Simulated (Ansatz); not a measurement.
Basis-set extrapolation for CH₅BSSi (`CB1[SiH2]S1`) (PBE0-D4/def2-TZVP geometry, frozen core, Ansatz). Multiplicity 1, RHF reference.

```json
{"": "HF", "def2-TZVPP": "-751.991816", "def2-QZVPP": "-752.014311"}
{"": "MP2 correlation", "def2-TZVPP": "-0.567105", "def2-QZVPP": "-0.608617"}
{"": "CCSD(T) correlation", "def2-TZVPP": "-0.643907", "def2-QZVPP": "not run"}
```

Energies in hartree. Use E(X) = E(∞) + A·exp(−7.88·√X) for Hartree–Fock and E(X) = E(∞) + B·X^(−2.97) for correlation, with X = 3 and 4, and add CCSD(T) minus MP2 of the smaller set to the MP2 limit.

Question: What is the CCSD(T) energy at the basis-set limit?

Answer: HF limit: -752.014311 + (-0.022495) × 0.13774 = -752.01741. MP2 limit: -0.608617 + (-0.041512) × 0.74074 = -0.63937. Higher-order term: -0.643907 − (-0.567105) = -0.07680. Total: -752.73358 hartree, 256.9 kJ/mol below CCSD(T)/def2-TZVPP.
